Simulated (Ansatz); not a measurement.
Cartesian coordinates in Å:
```
F -0.9799 0.6337 -1.5084
C -0.4530 1.3618 -0.2548
Al 0.9032 0.4978 -1.5291
B -0.1548 0.5568 0.9123
Si -0.4266 -1.4172 1.1659
H -0.6079 2.4076 -0.4808
H 1.3833 -0.9893 -1.3414
H 1.4884 1.5368 -2.5587
H 0.3591 1.2051 1.7819
H -1.3520 -1.6010 2.3211
H 0.8582 -2.0876 1.5053
H -1.0182 -2.1044 -0.0131
```

The species carries charge 0 and has multiplicity 1. The bonds changed during the relaxation, so this is another structure than the one it started from.

(1) List the PBE0/def2-TZVPP orbital energies in eV (Ansatz). (Best estimate.)

Answers

(1) Computed: Occupied: -1802.11, -1528.44, -675.51, -280.31, -184.26, -144.49, -114.28, -99.14, -99.14, -99.13, -74.37, -74.26, -74.17, -34.66, -20.14, -15.81, -15.14, -14.62, -14.39, -12.43, -11.13, -10.55, -9.65, -9.44, -8.84, -8.44, -8.17. Lowest empty: -1.16, -0.84, -0.13, 0.62, 1.18, 1.48, 1.64, 1.80.
